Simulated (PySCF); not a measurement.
**Fine-structure interval of Sb³⁴⁺ by level of theory**

Sb³⁴⁺ [Ne] 3s2 3p5 [3p1/2^2 3p3/2^3, M_J = 3/2] → Sb³⁴⁺ [Ne] 3s2 3p5 [3p1/2^1 3p3/2^4, M_J = 1/2], as a difference of total energies. Calculation: PySCF 2.14, in an even-tempered Gaussian basis (19 s from 6.2 bohr⁻², ratio 2.4; 14 p from 8.1 bohr⁻², ratio 2.4; 5 d from 32 bohr⁻², ratio 2.6; 4 f from 48 bohr⁻², ratio 2.6); the two-component X2C-1e Hamiltonian. Correlated levels: 1s2 frozen; the 56 highest virtual spinors dropped. "Screened" scales the spin-orbit matrix elements by Boettger's factors to mimic the two-electron term; Breit and QED terms are absent.

```csv
method,fine-structure interval (cm⁻¹)
GHF (screened spin-orbit),487130
GMP2 (screened spin-orbit),488410
GHF (bare spin-orbit),507970
```
